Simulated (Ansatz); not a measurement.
Cartesian coordinates in Å:
```
C -1.7863 -0.6190 0.3411
Al -0.2204 -0.0466 -0.6064
C 1.4631 0.4853 0.1951
F -0.3373 -0.0101 -2.2589
H -2.7168 -0.9114 -0.1418
H -1.8470 -0.6892 1.4260
H 2.2810 -0.1537 -0.1520
H 1.7256 1.5090 -0.0895
H 1.4381 0.4358 1.2864
```

The species carries charge 0 and has multiplicity 2.

Question: List the PBE/def2-TZVPP orbital energies in eV (Ansatz 0.2.0). (An estimate is asked.)

Answer: Ansatz gave: α occupied: -1506.38, -658.63, -269.39, -268.35, -106.67, -68.79, -68.59, -68.51, -27.94, -16.85, -16.52, -10.64, -10.19, -9.75, -9.69, -9.11, -9.01, -8.67, -7.05, -5.99. α empty: -0.74, -0.67, 0.79, 1.05, 1.73, 2.23, 2.31, 2.76. β occupied: -1506.37, -658.62, -269.07, -268.35, -106.67, -68.78, -68.59, -68.51, -27.93, -16.82, -15.70, -10.60, -9.97, -9.73, -9.68, -9.09, -8.98, -8.47, -6.91. β empty: -3.95, -0.55, -0.14, 0.85, 1.20, 1.81, 2.26, 2.44. ⟨S²⟩ = 0.753.
